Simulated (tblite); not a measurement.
A geometry optimisation, step by step.

C₂H₅BF₃NO.
SMILES with atom numbers: `[CH3:1][NH:2][BH:3][O:4][C:5]([F:6])([F:7])[F:8]` (hydrogens: H9, H10, H11 on C1; H12 on N2; H13 on B3)

Computed with GFN2-xTB (tblite), gas phase: L-BFGS steps from a force-field or distance-geometry start until the largest atomic force falls under 0.01 eV/Å. 14 of its 111 geometries are shown.

Step 0: E = -796.4461 eV, largest atomic force 4.064 eV/Å
```
atom  x, y, z in Å  |  force x, y, z in eV/Å
C1     -1.654   -0.238    0.958   -0.761  -0.089   0.336
N2     -1.280    0.342   -0.340    1.382  -1.230  -0.864
B3     -0.002   -0.353   -0.843   -0.912   1.707  -0.320
O4      1.172    0.462   -1.214    0.928  -0.979   3.834
C5      2.049    0.541   -0.095   -0.885   0.655  -2.563
F6      1.448    1.205    0.957    1.243  -1.249  -1.299
F7      2.479   -0.710    0.301   -0.572   1.975  -0.183
F8      3.167    1.273   -0.484   -1.858  -1.329   0.948
H9     -2.578    0.266    1.321    0.583  -0.234  -0.274
H10    -1.881   -1.326    0.872    0.221   0.410   0.250
H11    -0.869   -0.072    1.716   -0.283  -0.101  -0.512
H12    -2.041    0.125   -1.013    0.581   0.392   0.562
H13    -0.013   -1.514   -1.032    0.333   0.071   0.085
```

Step 8: E = -797.2464 eV, largest atomic force 0.269 eV/Å
```
atom  x, y, z in Å  |  force x, y, z in eV/Å
C1     -1.663   -0.257    0.947   -0.004   0.027   0.028
N2     -1.227    0.290   -0.342   -0.067  -0.174  -0.132
B3     -0.051   -0.346   -0.869    0.224  -0.052   0.059
O4      1.111    0.413   -1.067   -0.041  -0.010   0.080
C5      1.992    0.542   -0.130    0.187   0.073   0.132
F6      1.534    1.164    0.979    0.037   0.004  -0.061
F7      2.482   -0.636    0.338   -0.049   0.052  -0.084
F8      3.049    1.235   -0.540    0.040   0.062  -0.024
H9     -2.552    0.288    1.254   -0.049  -0.041   0.076
H10    -1.871   -1.334    0.923   -0.048   0.035  -0.021
H11    -0.872   -0.077    1.669   -0.001   0.021   0.090
H12    -2.000    0.218   -0.991   -0.162   0.206  -0.059
H13     0.064   -1.500   -1.068   -0.067  -0.203  -0.084
```

Step 17: E = -797.2841 eV, largest atomic force 0.099 eV/Å
```
atom  x, y, z in Å  |  force x, y, z in eV/Å
C1     -1.680   -0.270    0.940   -0.022  -0.010  -0.004
N2     -1.244    0.220   -0.369    0.017  -0.010   0.006
B3     -0.054   -0.408   -0.870    0.081   0.034   0.042
O4      1.083    0.404   -1.006    0.017  -0.036   0.000
C5      2.009    0.554   -0.115    0.056  -0.002   0.015
F6      1.599    1.192    1.003   -0.033  -0.037  -0.026
F7      2.526   -0.614    0.337    0.008   0.011  -0.004
F8      3.040    1.258   -0.575    0.022   0.029  -0.092
H9     -2.560    0.288    1.248   -0.056  -0.013  -0.010
H10    -1.899   -1.344    0.952   -0.052  -0.024   0.004
H11    -0.885   -0.069    1.658   -0.010  -0.043   0.009
H12    -2.024    0.350   -0.993   -0.007   0.040  -0.008
H13     0.086   -1.562   -1.109   -0.020   0.061   0.067
```

Step 25: E = -797.4020 eV, largest atomic force 0.971 eV/Å
```
atom  x, y, z in Å  |  force x, y, z in eV/Å
C1     -1.857   -0.377    0.899    0.045   0.019   0.038
N2     -1.292    0.129   -0.361   -0.061  -0.053  -0.061
B3     -0.029   -0.386   -0.730    0.036  -0.057  -0.083
O4      1.180    0.323   -1.019   -0.243   0.352  -0.335
C5      2.154    0.571   -0.203   -0.321  -0.055   0.090
F6      1.719    1.196    0.919    0.214   0.312  -0.001
F7      2.812   -0.507    0.301   -0.135   0.026  -0.380
F8      3.097    1.339   -0.771   -0.370  -0.200   0.251
H9     -2.723    0.204    1.201    0.049   0.247  -0.141
H10    -2.171   -1.425    0.967    0.194  -0.046  -0.640
H11    -1.066   -0.241    1.632   -0.148  -0.006   0.353
H12    -1.911    0.705   -0.915    0.460   0.257   0.424
H13     0.084   -1.530   -0.817    0.279  -0.794   0.485
```

Step 34: E = -798.3483 eV, largest atomic force 1.264 eV/Å
```
atom  x, y, z in Å  |  force x, y, z in eV/Å
C1     -2.009   -0.456    0.816    0.081   0.187  -0.087
N2     -1.127    0.099   -0.215   -0.791   0.862   0.479
B3      0.067   -0.477   -0.493    0.644  -0.359   0.491
O4      1.069    0.327   -1.120    0.164  -0.088  -0.234
C5      2.106    0.594   -0.396    0.132   0.069   0.006
F6      1.788    1.228    0.764    0.031   0.159   0.017
F7      2.829   -0.465    0.018    0.038  -0.151  -0.113
F8      2.968    1.396   -1.031   -0.152  -0.059   0.018
H9     -2.865    0.200    0.967   -0.010  -0.132  -0.055
H10    -2.334   -1.448    0.501   -0.098   0.096   0.112
H11    -1.466   -0.551    1.777   -0.260   0.067  -0.475
H12    -1.317    1.062   -0.510   -0.099  -0.613   0.210
H13     0.287   -1.508    0.026    0.321  -0.040  -0.370
```

Step 42: E = -798.4865 eV, largest atomic force 0.340 eV/Å
```
atom  x, y, z in Å  |  force x, y, z in eV/Å
C1     -2.095   -0.452    0.796   -0.038  -0.014   0.012
N2     -1.079    0.115   -0.080   -0.190   0.121   0.198
B3      0.132   -0.472   -0.326   -0.153  -0.050  -0.178
O4      1.066    0.285   -1.105    0.122   0.133  -0.071
C5      2.134    0.593   -0.452    0.259   0.189   0.112
F6      1.860    1.254    0.704    0.067   0.075   0.166
F7      2.899   -0.449   -0.059    0.019  -0.003  -0.088
F8      2.945    1.410   -1.128   -0.083  -0.124  -0.149
H9     -2.971    0.197    0.887    0.272  -0.037  -0.054
H10    -2.425   -1.415    0.403    0.013  -0.001   0.069
H11    -1.644   -0.604    1.781   -0.272  -0.042  -0.019
H12    -1.283    1.059   -0.389    0.088  -0.226  -0.058
H13     0.458   -1.521    0.071   -0.103  -0.022   0.060
```

Step 51: E = -798.5649 eV, largest atomic force 0.227 eV/Å
```
atom  x, y, z in Å  |  force x, y, z in eV/Å
C1     -2.184   -0.476    0.778   -0.126   0.017  -0.026
N2     -1.050    0.073    0.051   -0.190   0.075   0.057
B3      0.169   -0.493   -0.222   -0.181  -0.008   0.039
O4      1.055    0.326   -0.989    0.055   0.080   0.027
C5      2.200    0.635   -0.481    0.140   0.108   0.034
F6      2.089    1.334    0.680    0.051  -0.016   0.046
F7      3.004   -0.405   -0.170   -0.030   0.008  -0.051
F8      2.913    1.422   -1.292   -0.048  -0.090  -0.063
H9     -3.006    0.240    0.774    0.045  -0.114  -0.074
H10    -2.518   -1.412    0.330   -0.027   0.020  -0.091
H11    -1.945   -0.692    1.820    0.218   0.062   0.003
H12    -1.230    1.006   -0.298    0.089  -0.114   0.030
H13     0.500   -1.557    0.122    0.005  -0.029   0.068
```

Step 59: E = -798.5982 eV, largest atomic force 0.142 eV/Å
```
atom  x, y, z in Å  |  force x, y, z in eV/Å
C1     -2.251   -0.502    0.742   -0.080  -0.011   0.002
N2     -1.075    0.040    0.090   -0.056   0.027   0.007
B3      0.172   -0.500   -0.114   -0.098   0.059   0.005
O4      1.036    0.389   -0.813    0.051   0.018  -0.038
C5      2.252    0.666   -0.484    0.091   0.024  -0.006
F6      2.329    1.395    0.660    0.054  -0.021  -0.004
F7      3.071   -0.384   -0.274   -0.064  -0.089   0.011
F8      2.854    1.408   -1.423   -0.050  -0.004   0.009
H9     -3.070    0.212    0.694    0.052   0.034   0.025
H10    -2.590   -1.420    0.262    0.120  -0.072  -0.024
H11    -2.034   -0.716    1.789   -0.030  -0.044   0.007
H12    -1.194    0.988   -0.230   -0.066   0.048  -0.042
H13     0.496   -1.575    0.204    0.075   0.032   0.047
```

Step 68: E = -798.6631 eV, largest atomic force 0.373 eV/Å
```
atom  x, y, z in Å  |  force x, y, z in eV/Å
C1     -2.311   -0.566    0.678   -0.035   0.109  -0.106
N2     -1.133    0.088    0.146    0.267  -0.003   0.260
B3      0.174   -0.346    0.105   -0.101   0.075  -0.132
O4      1.016    0.538   -0.600    0.166   0.321  -0.007
C5      2.302    0.654   -0.517    0.217   0.050  -0.122
F6      2.718    1.355    0.564   -0.131  -0.027   0.011
F7      2.997   -0.495   -0.462   -0.049  -0.174   0.017
F8      2.806    1.319   -1.576   -0.205  -0.076   0.120
H9     -3.172    0.103    0.616    0.106  -0.134  -0.027
H10    -2.502   -1.463    0.095   -0.191  -0.135   0.017
H11    -2.172   -0.851    1.720    0.067  -0.026   0.058
H12    -1.293    1.016   -0.199   -0.140   0.156  -0.189
H13     0.567   -1.351    0.534    0.028  -0.136   0.099
```

Step 76: E = -798.7178 eV, largest atomic force 0.115 eV/Å
```
atom  x, y, z in Å  |  force x, y, z in eV/Å
C1     -2.268   -0.617    0.649   -0.031   0.001   0.041
N2     -1.176    0.193    0.143   -0.009  -0.072  -0.028
B3      0.155   -0.147    0.184    0.020   0.022   0.006
O4      1.022    0.709   -0.520   -0.096   0.063  -0.007
C5      2.316    0.618   -0.518    0.019   0.020  -0.024
F6      2.892    1.225    0.539    0.016   0.004   0.069
F7      2.808   -0.633   -0.516    0.012  -0.066  -0.003
F8      2.833    1.212   -1.601    0.023   0.026  -0.028
H9     -3.195   -0.051    0.625   -0.024   0.010   0.044
H10    -2.394   -1.517    0.041   -0.020   0.030   0.041
H11    -2.063   -0.920    1.677   -0.027  -0.018  -0.051
H12    -1.472    1.022   -0.346    0.038   0.007  -0.072
H13     0.537   -1.094    0.749    0.079  -0.027   0.012
```

Step 85: E = -798.7278 eV, largest atomic force 0.137 eV/Å
```
atom  x, y, z in Å  |  force x, y, z in eV/Å
C1     -2.273   -0.614    0.657    0.007  -0.027   0.051
N2     -1.181    0.173    0.115    0.082  -0.108  -0.016
B3      0.159   -0.136    0.174   -0.010   0.048   0.004
O4      1.015    0.743   -0.523   -0.018  -0.045  -0.038
C5      2.309    0.623   -0.510    0.030   0.037  -0.055
F6      2.885    1.200    0.564    0.019  -0.019   0.092
F7      2.770   -0.641   -0.527    0.015  -0.031   0.016
F8      2.863    1.219   -1.574   -0.063   0.039  -0.028
H9     -3.193   -0.033    0.670    0.039   0.008   0.012
H10    -2.437   -1.519    0.064   -0.024   0.060  -0.038
H11    -2.037   -0.927    1.675   -0.002   0.038  -0.036
H12    -1.464    0.976   -0.424   -0.068   0.014  -0.019
H13     0.580   -1.064    0.743   -0.006  -0.014   0.055
```

Step 93: E = -798.7547 eV, largest atomic force 0.327 eV/Å
```
atom  x, y, z in Å  |  force x, y, z in eV/Å
C1     -2.267   -0.622    0.657    0.114   0.043   0.215
N2     -1.178    0.072    0.008   -0.191   0.220  -0.148
B3      0.171   -0.078    0.188    0.018   0.081   0.045
O4      1.009    0.738   -0.611   -0.074  -0.085   0.120
C5      2.300    0.613   -0.514   -0.029   0.037  -0.202
F6      2.821    1.060    0.643   -0.025   0.062   0.093
F7      2.741   -0.652   -0.629    0.089  -0.123  -0.027
F8      2.912    1.302   -1.483    0.034   0.056  -0.003
H9     -3.092    0.064    0.836   -0.081  -0.004  -0.058
H10    -2.619   -1.471    0.066    0.010   0.068  -0.020
H11    -1.918   -0.979    1.621   -0.004  -0.205   0.090
H12    -1.506    0.767   -0.643    0.041   0.027  -0.227
H13     0.622   -0.813    0.965    0.099  -0.175   0.123
```

Step 102: E = -798.7933 eV, largest atomic force 0.091 eV/Å
```
atom  x, y, z in Å  |  force x, y, z in eV/Å
C1     -2.265   -0.593    0.683    0.022   0.003  -0.015
N2     -1.183    0.041   -0.039    0.011  -0.011   0.019
B3      0.163   -0.060    0.215   -0.046  -0.041   0.009
O4      1.014    0.629   -0.676    0.056   0.028   0.039
C5      2.307    0.597   -0.529   -0.026   0.018  -0.034
F6      2.739    1.001    0.685   -0.005  -0.039  -0.082
F7      2.847   -0.626   -0.711   -0.004   0.006   0.060
F8      2.910    1.392   -1.418   -0.042   0.013   0.028
H9     -3.029    0.138    0.959    0.044  -0.008  -0.003
H10    -2.732   -1.369    0.070   -0.013   0.015   0.014
H11    -1.870   -1.051    1.587   -0.023   0.004  -0.023
H12    -1.499    0.581   -0.831    0.009   0.007  -0.024
H13     0.595   -0.680    1.107    0.017   0.005   0.012
```

Step 110: E = -798.7969 eV, largest atomic force 0.009 eV/Å
```
atom  x, y, z in Å  |  force x, y, z in eV/Å
C1     -2.275   -0.590    0.677    0.003  -0.002  -0.002
N2     -1.171    0.001   -0.045   -0.003  -0.004   0.005
B3      0.169   -0.076    0.244   -0.004   0.004  -0.002
O4      1.013    0.619   -0.651   -0.006   0.002  -0.005
C5      2.306    0.605   -0.532    0.001   0.001   0.004
F6      2.761    0.996    0.675    0.002   0.008  -0.002
F7      2.863   -0.607   -0.740    0.001  -0.005   0.005
F8      2.873    1.426   -1.422    0.002  -0.003  -0.002
H9     -2.997    0.175    0.969    0.002  -0.001   0.002
H10    -2.786   -1.333    0.060   -0.004   0.007   0.002
H11    -1.898   -1.077    1.572    0.002  -0.005  -0.007
H12    -1.464    0.520   -0.861    0.001   0.001   0.001
H13     0.601   -0.660    1.159    0.002  -0.002   0.000
```

**Question.** Summarise the path.

**Answer.** The energy falls by 226.82 kJ/mol from step 0 to step 110; nine tenths of that is first reached at step 51. It rises by more than 0.2 meV at step 27. The largest force goes from 4.064 to 0.009 eV/Å. Among the bonds N2–B3 changes most, from 1.540 to 1.373 Å; the atoms move by 1.144 Å rms after alignment.

What follows is the cost of the whole relaxation. On an Arm Neoverse V1 with one thread, shared host, this took 0.59 s of wall time.
